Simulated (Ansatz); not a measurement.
Two members of one family (Series SiH3X), computed with Ansatz in the gas phase. Binding counts from free atoms in the multiplicity of their measured ground term, without zero-point energy. A dash marks a value that wasn't run or was left out as unsound. The structures are stationary points that may keep the symmetry of their start. Remarks come from the PBE and PBE0 runs and from stability tests at other levels; not every state was tested. HOMO above LUMO (over both spins in singlets and doublets, within one spin in higher multiplets; at PBE or PBE0), or a gap under 0.15 eV within one spin, warns that the state may not be the lowest or that an electron is smeared out.

First: SiBrH3 (singlet, charge 0, PBE-D4/def2-TZVP geometry).

```tsv
atom	x (Å)	y (Å)	z (Å)
Si1	-0.1366	0.0853	0.0360
Br2	1.7164	-1.0648	-0.4536
H3	-1.0082	0.1098	-1.1736
H4	0.2581	1.4689	0.4257
H5	-0.8297	-0.5992	1.1656
```

| level | HOMO (eV) | LUMO (eV) | gap (eV) | vertical IE (eV) | vertical triplet (eV) | binding per atom (eV) |
| --- | --- | --- | --- | --- | --- | --- |
| PBE-D4/def2-SVP | -7.01 | -1.03 | 5.98 | – | – | 2.75 |
| r2SCAN-D4/def2-TZVP | -7.53 | -0.91 | 6.62 | 10.79 | 6.21 | 2.82 |
| PBE0-D4/def2-SVP | -8.34 | -0.14 | 8.20 | – | – | 2.75 |
| PBE0-D4/def2-TZVP | -8.47 | -0.42 | 8.04 | 10.85 | 6.28 | 2.77 |
| HSE06-D4/def2-TZVP | -8.07 | -0.80 | 7.27 | – | – | 2.77 |

Remarks: gap within one spin near zero at PBE or PBE0 (+1 doublet), HOMO above LUMO (+1 doublet), gap within one spin near zero at PBE or PBE0 (triplet), HOMO above LUMO (triplet).

Second: Si(SH)H3 (singlet, charge 0, PBE-D4/def2-TZVP geometry).

```xyz
6

Si    0.027    0.518   -0.098
S    -0.444   -1.543   -0.482
H     0.050   -1.981    0.702
H    -0.436    1.239   -1.319
H     1.496    0.726    0.093
H    -0.693    1.041    1.104
```

**Question.** Estimate the same table for the second.

**Answer.** 
```csv
level,HOMO (eV),LUMO (eV),gap (eV),vertical IE (eV),vertical triplet (eV),binding per atom (eV)
PBE-D4/def2-SVP,-6.09,-0.41,5.68,–,–,2.87
r2SCAN-D4/def2-TZVP,-6.57,-0.36,6.21,9.78,5.51,2.93
PBE0-D4/def2-SVP,-7.38,0.46,7.84,–,–,2.86
PBE0-D4/def2-TZVP,-7.51,0.06,7.56,9.84,5.58,2.89
HSE06-D4/def2-TZVP,-7.11,-0.32,6.79,–,–,2.89
```

Remarks: gap within one spin near zero at PBE or PBE0 (triplet).
